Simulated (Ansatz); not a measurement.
Species: ScF$_{2}$, net charge 1, singlet state. SMILES: [F][Sc+][F]
Structure (B3LYP-D3(BJ)/def2-TZVP (Ansatz, an electronic-structure program) minimum search):
```xyz
3

Sc     0.3815     0.1848     0.1290
F     -0.6516     0.8883    -1.1210
F     -0.2385    -1.3195     0.8200
```
Charge +1, spin multiplicity 1.

Property: vertical triplet-singlet gap (E(triplet) - E(singlet); each state is the SCF solution reached for its spin; for the triplet the Hartree-Fock reference is unstable and T1 is 0.037), in kJ/mol. Cores are frozen in the correlated levels unless marked. Open shells are spin-unrestricted. No spin-orbit coupling. The frozen core is the preceding noble-gas configuration, with the filled d and f shells of earlier blocks. Non-relativistic.  The program attaches cautions to a run behind CCSD/def2-SVPD: other roots. The program attaches cautions to a run behind CCSD/def2-TZVPPD: other roots. The program attaches cautions to a run behind CCSD(T)/def2-SVPD: other roots. The program attaches cautions to a run behind CCSD(T)/def2-TZVPPD: other roots.

| level | program | vertical triplet-singlet gap (kJ/mol) |
|---|---|---|
| HF/def2-QZVPPD | Ansatz | 552.2 |
| RI-HF/def2-TZVPPD | Ansatz | 553.8 |
| SVWN5/def2-TZVPD | Ansatz | 630.2 |
| PBE/def2-TZVPD | Ansatz | 604.8 |
| r2SCAN/def2-TZVPD | Ansatz | 608.7 |
| B3LYP/def2-TZVPD | Ansatz | 614.9 |
| PBE0/def2-TZVPD | Ansatz | 622.6 |
| BHLYP/def2-TZVPD | Ansatz | 634.3 |
| CAM-B3LYP/def2-TZVPD | Ansatz | 639.2 |
| wB97M-V/def2-TZVPD | Ansatz | 660.7 |
| wB97X-V/def2-TZVPD | Ansatz | 663.9 |
| B2PLYP/def2-TZVPD | Ansatz | 682.0 |
| RI-MP2/def2-TZVPPD | Ansatz | 783.7 |
| RI-MP2/def2-QZVPPD | Ansatz | 789.3 |
| CCSD/def2-SVPD | Ansatz | 717.0 |
| CCSD/def2-TZVPPD | Ansatz | 718.0 |
| CCSD(T)/def2-SVPD | Ansatz | 720.6 |
| CCSD(T)/def2-TZVPPD | Ansatz | 721.3 |
